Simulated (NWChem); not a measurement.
SiN$_{2}$H$_{4}$ClF; SMILES N[Si](N)(F)Cl

```xyz
9

N     -0.4183    -1.2465    -1.3466
Si     0.0180    -0.3456     0.0258
N      1.6229    -0.6836     0.4534
F     -1.1095    -0.7214     1.1289
Cl    -0.0924     1.7143    -0.1212
H      0.1415    -1.2058    -2.1895
H     -1.3951    -1.4288    -1.5448
H      1.9494    -1.6389     0.5365
H      2.1764    -0.0281     0.9905
```
Atoms are numbered in this order, from 1.

All runs: NWChem. Pople sets run with spherical d functions. Medium grid unless said otherwise, to which SCAN and Minnesota functionals are sensitive. Geometry: optimised at PBE0/def2-SVP. B3LYP is NWChem's, with the RPA form of VWN correlation. Total energies of different functionals are on different scales.

```json
[
 {"level": "B3LYP/6-31G*", "energy (Ha)": "-961.6128", "highest occupied level (eV)": "-7.52", "orbital gap (eV)": "8.60", "dipole (D)": "2.82"},
 {"level": "PBE/6-31G*", "energy (Ha)": "-961.0088", "highest occupied level (eV)": "-6.27", "orbital gap (eV)": "6.70", "dipole (D)": "2.82"},
 {"level": "PBE0/6-31G*", "energy (Ha)": "-961.0906", "highest occupied level (eV)": "-7.85", "orbital gap (eV)": "9.25", "dipole (D)": "2.86"},
 {"level": "OLYP/6-31G*", "energy (Ha)": "-961.5217", "highest occupied level (eV)": "___", "orbital gap (eV)": "6.68", "dipole (D)": "2.80"},
 {"level": "BP86/6-31G*", "energy (Ha)": "-961.6420", "highest occupied level (eV)": "-6.38", "orbital gap (eV)": "6.79", "dipole (D)": "2.82"},
 {"level": "M06/6-31G*", "energy (Ha)": "-961.4615", "highest occupied level (eV)": "-7.94", "orbital gap (eV)": "9.27", "dipole (D)": "2.87"},
 {"level": "PW6B95/6-31G*", "energy (Ha)": "-962.4327", "highest occupied level (eV)": "-7.94", "orbital gap (eV)": "9.34", "dipole (D)": "2.85"},
 {"level": "LDA (Slater exchange, VWN5)/6-31G*", "energy (Ha)": "-957.3991", "highest occupied level (eV)": "-6.39", "orbital gap (eV)": "6.65", "dipole (D)": "2.88"},
 {"level": "BHandHLYP/6-31G*", "energy (Ha)": "-961.4889", "highest occupied level (eV)": "-9.26", "orbital gap (eV)": "11.56", "dipole (D)": "2.86"}
]
```

Problem. Fill in the missing entries.

Solution. 
- OLYP/6-31G*, highest occupied level (eV): -6.15
